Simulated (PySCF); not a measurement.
# Core-level binding energies of `C=CO[SiH2]C(N)=O`

Compound: C3H7NO2Si.
Geometry (PBE0-D3(BJ)/def2-SVP, Å), atoms numbered from 1 in this order:
```
atom  x, y, z in Å
C1     2.650    0.603    0.714
C2     1.591    0.240    1.442
O3     0.348   -0.015    0.980
Si4   -0.199    0.060   -0.620
C5    -2.048   -0.407   -0.512
N6    -2.541   -0.668    0.719
O7    -2.695   -0.448   -1.543
H8     2.603    0.734   -0.371
H9     3.606    0.781    1.207
H10    1.656    0.114    2.528
H11   -0.048    1.437   -1.165
H12    0.534   -0.918   -1.471
H13   -1.940   -0.608    1.532
H14   -3.520   -0.912    0.827
```

Computed, not measured: PySCF, delta-SCF UKS SCAN, pcX-2 on the ionised atom, pcseg-1 elsewhere, spin-free X2C. Each binding energy is the total energy of the core-ionised species, with the hole localised on one atom, minus that of the ground state; both are solved self-consistently, so orbital relaxation is included.

Q: Give the core binding energies atom by atom.

A: 
| atom(s) | environment | level | binding energy (eV) | 2p1/2 (eV) | above the level's lowest (eV) | count |
| --- | --- | --- | --- | --- | --- | --- |
| C1 | terminal =CH2 carbon | C 1s | 290.24 | – | 0.00 | 1 |
| C2 | vinylic carbon bearing oxygen | C 1s | 292.46 | – | +2.22 | 1 |
| O3 | silyl ether oxygen | O 1s | 538.81 | – | +1.70 | 1 |
| Si4 | oxygen-bound silicon | Si 2p3/2 | 107.70 | 108.33 | 0.00 | 1 |
| Si4 | oxygen-bound silicon | Si 1s | 1847.54 | – | 0.00 | 1 |
| C5 | carbonyl carbon | C 1s | 293.45 | – | +3.21 | 1 |
| N6 | nitrogen bound to a carbonyl carbon | N 1s | 406.10 | – | 0.00 | 1 |
| O7 | carbonyl oxygen | O 1s | 537.11 | – | 0.00 | 1 |

Lowest listed C 1s: C1, bonded to C (double bond) and 2 H. Highest, 3.21 eV above it: C5, bonded to O (double bond), N and Si. The widest gap between neighbouring values is 2.22 eV, between 290.24 and 292.46 eV. Summing the Pauling electronegativity differences to the bonded atoms, each weighted by its formal bond order, gives -0.70 for the lowest site and +1.62 for the highest; no listed site has a larger sum than the highest.

Lowest listed O 1s: O7, bonded to C (double bond). Highest, 1.70 eV above it: O3, bonded to C and Si.

Q: Which effective nuclear charge Zeff reproduces each element's mean 1s value in the hydrogen-like formula E = 13.606 eV × Zeff²?

A: C (Z = 6): mean 292.0 eV, Zeff = 4.63, Z − Zeff = 1.37; N (Z = 7): mean 406.1 eV, Zeff = 5.46, Z − Zeff = 1.54; O (Z = 8): mean 538.0 eV, Zeff = 6.29, Z − Zeff = 1.71; Si (Z = 14): mean 1847.5 eV, Zeff = 11.65, Z − Zeff = 2.35. Means run over the listed sites, weighted by atom count.

Q: Give the binding energy of O 1s of O3 in hartree and in kJ/mol.

A: 538.81 eV = 19.8009 Eh = 51987 kJ/mol.

The unrestricted hole states depart most from a pure doublet (⟨S²⟩ = 0.75; over 0.85 named) for C 1s of C2 (0.85), which makes this value less certain. 2p3/2 and 2p1/2 are the ΔSCF energy of one spin-free 2p hole plus the eigenvalues of a spin–orbit and ligand-field matrix of the shell. 2p1/2 minus 2p3/2 (ligand field included): Si 0.63 eV. The structure is a single PBE0-D3(BJ)/def2-SVP conformer in the gas phase; no vibrational or solvent corrections.
